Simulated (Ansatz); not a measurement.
NbS4⁻. The state is a triplet with charge -1. Geometry PBE0-D4/def2-SVP, that of the neutral doublet; atoms count from 1.

Cartesian coordinates in Å:
```
Nb -0.051 -0.914 0.155
S 1.471 0.505 -0.974
S -1.077 0.998 1.100
S -1.361 -1.897 -1.222
S 1.019 1.308 0.941
```

In the def2 sets Nb takes a core potential; there is no spin–orbit coupling. The structure comes from a short search, and lower isomers may exist.

Question: Estimate the Mulliken populations from the PBE0/def2-TZVPD orbitals of Ansatz.

Answer: 
```
atom  charge (e)  spin (α − β)  d electrons
 Nb1        0.65          2.11         3.43
  S2       -0.40          0.00            –
  S3       -0.40          0.00            –
  S4       -0.77         -0.09            –
  S5       -0.08         -0.02            –
```
Mulliken values and Mayer orders depend strongly on the basis. With diffuse functions, as here, like atoms can get unlike values, and bond orders can come out too low or too high.

Question: Where does the spin sit?

Answer: Summed by element: Nb 2.11, S -0.11, of 2 unpaired in all. Largest on single atoms: Nb1 2.11, S4 -0.09, S5 -0.02.

Question: And the Mayer bond orders between bonded heavy atoms (over 0.3)?

Answer: Nb1–S2 0.85 (2.37 Å); Nb1–S3 0.85 (2.37 Å); Nb1–S4 1.88 (2.14 Å); Nb1–S5 0.34 (2.59 Å); S2–S5 0.92 (2.12 Å); S3–S5 0.92 (2.12 Å).
